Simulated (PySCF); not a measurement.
## Correlation energy of La (lanthanum, neutral)

[Xe] 4f1 5d1 6s1, one real determinant (an excited configuration). All numbers are calculated (PySCF 2.14, the spin-free X2C one-electron Hamiltonian (Gaussian nucleus), in cc-pVDZ-X2C (8s7p5d3f1g, 84 functions)). Frozen: [Ar] 3d10; 29 electrons correlated.

MP2 pair energies summed by pair of shells (mhartree):

```
 pair   energy  share (%)
4d-4d  -245.20       34.5
5p-5p  -112.44       15.8
4d-5p  -112.19       15.8
5s-5p   -34.55        4.9
4f-5p   -26.86        3.8
4d-5s   -26.43        3.7
4p-4d   -25.73        3.6
5p-5d   -21.88        3.1
4d-4f   -17.85        2.5
4p-4p   -17.82        2.5
5p-6s   -14.23        2.0
4s-4d    -8.00        1.1
4p-5p    -6.60        0.9
5s-5s    -5.97        0.8
4f-5s    -4.66        0.7
4p-5s    -4.50        0.6
4d-5d    -4.40        0.6
4p-4f    -3.76        0.5
5d-6s    -3.26        0.5
4d-6s    -2.88        0.4
4s-4p    -2.59        0.4
5s-5d    -2.30        0.3
4f-5d    -2.06        0.3
4s-4s    -1.42        0.2
4f-6s    -1.32        0.2
4s-5p    -0.81        0.1
5s-6s    -0.78        0.1
4s-4f    -0.49        0.1
4p-5d    -0.29        0.0
4s-5s    -0.21        0.0
```

Total MP2 correlation energy: -711.67 mhartree.

Same-spin part -261.34 and opposite-spin part -450.34 mhartree; SCS-MP2 scales them by 1/3 and 6/5 to -627.52 mhartree.

The reference is one real determinant that mixes LS terms of this configuration.

This basis was not built for core-valence correlation, so the inner-shell part is incomplete.
